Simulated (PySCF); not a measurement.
Bonding in `C=C[P@H](=S)C(C)(C)C`

C₆H₁₃PS.
SMILES with atom numbers: `[CH2:1]=[CH:2][P@H:3](=[S:4])[C:5]([CH3:6])([CH3:7])[CH3:8]` (hydrogens: H9, H10 on C1; H11 on C2; H12 on P3; H13, H14, H15 on C6; H16, H17, H18 on C7; H19, H20, H21 on C8)

Geometry (PBE0-D3(BJ)/def2-SVP, Å), atoms numbered from 1 in this order:
```xyz
21
C6H13PS angstrom
C      2.938    0.788   -0.105
C      2.024   -0.172    0.031
P      0.523   -0.174   -0.989
S      0.470    1.199   -2.374
C     -0.919   -0.168    0.198
C     -0.761   -1.307    1.204
C     -2.179   -0.361   -0.644
C     -0.939    1.191    0.894
H      2.789    1.580   -0.849
H      3.845    0.808    0.506
H      2.151   -0.987    0.752
H      0.483   -1.524   -1.452
H     -1.663   -1.369    1.833
H     -0.641   -2.283    0.706
H      0.096   -1.151    1.876
H     -3.069   -0.298    0.003
H     -2.192   -1.345   -1.139
H     -2.254    0.414   -1.421
H     -1.820    1.258    1.553
H     -0.993    2.004    0.154
H     -0.039    1.346    1.508
```

Bond orders from the PBE0/pcSseg-1 density (PySCF). The structure is a single PBE0-D3(BJ)/def2-SVP conformer in the gas phase; no vibrational or solvent corrections.

Task: How far do the computed orders between heavy atoms stray from the drawn ones?

Result: The largest departure is 0.351, at P3–S4 (drawn double, 1.649). Drawn single, order below 0.88: C2–P3 (0.875) and P3–C5 (0.831). Drawn double or triple, more than 0.30 short of the drawn order: P3–S4 (1.649).

Task: Set the Mayer orders of the bonds beside their lengths.

Result: 
```
  bond  drawn as  length (Å)  Mayer order
 C1–C2    double       1.333        1.965
 C2–P3    single       1.814        0.875
 P3–S4    double       1.951        1.649
 P3–C5    single       1.867        0.831
 C5–C6    single       1.527        0.983
 C5–C7    single       1.528        1.012
 C5–C8    single       1.527        0.996
 C1–H9    single       1.097        0.930
C1–H10    single       1.094        0.947
C2–H11    single       1.096        0.927
P3–H12    single       1.428        0.863
C6–H13    single       1.102        0.958
C6–H14    single       1.102        0.957
C6–H15    single       1.100        0.957
C7–H16    single       1.102        0.958
C7–H17    single       1.102        0.957
C7–H18    single       1.100        0.946
C8–H19    single       1.102        0.961
C8–H20    single       1.100        0.948
C8–H21    single       1.101        0.956
```

By pair of heavy elements: C–C: lowest C5–C6 (0.983, 1.527 Å), highest C1–C2 (1.965, 1.333 Å). C–P: lowest P3–C5 (0.831, 1.867 Å), highest C2–P3 (0.875, 1.814 Å).

Task: Sum the orders of all bonds at each heavy atom with more than one neighbour and set the sums beside the valence in the SMILES.

Result: C1 3.842 (drawn 4), C2 3.767 (drawn 4), P3 4.218 (drawn 5), C5 3.822 (drawn 4), C6 3.855 (drawn 4), C7 3.873 (drawn 4), C8 3.861 (drawn 4). Orders between atoms that aren't bonded are not in these sums.

Mayer orders depend on the basis set.
